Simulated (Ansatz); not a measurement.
Geometry optimisation, RKS LDA/STO-3G in Ansatz.

input.yaml

```yaml
crystal:
  periodic: [false, false, false]
  atoms:
    - { symbol: B, position_ang: [-0.366, -2.0681, 1.1783] }
    - { symbol: Si, position_ang: [0.5609, -0.4261, 0.671] }
    - { symbol: F, position_ang: [2.0026, -0.1533, 1.4377] }
    - { symbol: C, position_ang: [-0.399, 1.1149, 0.4993] }
    - { symbol: C, position_ang: [-0.2679, 1.1601, -1.0313] }
    - { symbol: C, position_ang: [0.6171, -0.0578, -1.1497] }
    - { symbol: H, position_ang: [0.0524, -2.7547, 1.9844] }
    - { symbol: H, position_ang: [-1.4119, -2.244, 0.6454] }
    - { symbol: H, position_ang: [-1.5294, 0.9399, 0.8219] }
    - { symbol: H, position_ang: [-0.0194, 1.9748, 1.0498] }
    - { symbol: H, position_ang: [0.2574, 2.0922, -1.2971] }
    - { symbol: H, position_ang: [-1.2105, 1.0553, -1.545] }
    - { symbol: H, position_ang: [1.5938, 0.2023, -1.5101] }
    - { symbol: H, position_ang: [0.1069, -0.8649, -1.7259] }
basis:
  gaussian: { orbitals: STO-3G }
hamiltonian:
  xc: lda
relax:
  f_tol: 0.015
  max_steps: 40
```

Command:

```bash
$ ansatz run input.yaml --threads 1 --pin off --max-ram 2048MiB --backend cpu --events-out ev --progress --plain --runs-dir out
```

Question: Where does it end, and by what steps?

Answer: The run converged. Limits of this set-up: minimal basis. After 18 steps the energy has fallen by 0.630 eV; H11 moved furthest, 0.62 Å.

| step | energy less start (eV) | largest force component (eV/Å) | accepted |
| --- | --- | --- | --- |
| 0 | 0.0000 | 5.094 | yes |
| 1 | -0.5233 | 0.765 | yes |
| 2 | -0.5720 | 0.548 | yes |
| 3 | -0.5828 | 0.498 | yes |
| 4 | -0.5385 | 0.551 | no |
| 5 | -0.5949 | 0.043 | yes |
| 6 | -0.5973 | 0.032 | yes |
| 7 | -0.6026 | 0.213 | yes |
| 8 | -0.6056 | 0.189 | yes |
| 9 | -0.6026 | 0.395 | no |
| 10 | -0.6138 | 0.083 | yes |
| 11 | -0.6209 | 0.091 | yes |
| 12 | -0.6227 | 0.293 | yes |
| 13 | -0.6011 | 0.514 | no |
| 14 | -0.6284 | 0.113 | yes |
| 15 | -0.6296 | 0.051 | yes |
| 16 | -0.6296 | 0.062 | yes |
| 17 | -0.6298 | 0.036 | yes |
| 18 | -0.6300 | 0.006 | yes |

```xyz
14
Properties=species:S:1:pos:R:3
B -0.481 -1.981 1.083
Si 0.621 -0.430 0.700
F 2.019 -0.355 1.548
C -0.360 1.190 0.585
C -0.407 1.005 -0.966
C 0.756 -0.024 -1.148
H -0.186 -2.806 1.868
H -1.500 -2.118 0.510
H -1.341 1.269 1.074
H 0.251 2.062 0.864
H -0.288 1.939 -1.544
H -1.367 0.546 -1.262
H 1.702 0.483 -1.391
H 0.569 -0.810 -1.893
```

Run time: 56 s on 1 thread of Arm Neoverse V1, on a shared host, peak memory 0.15 GiB.
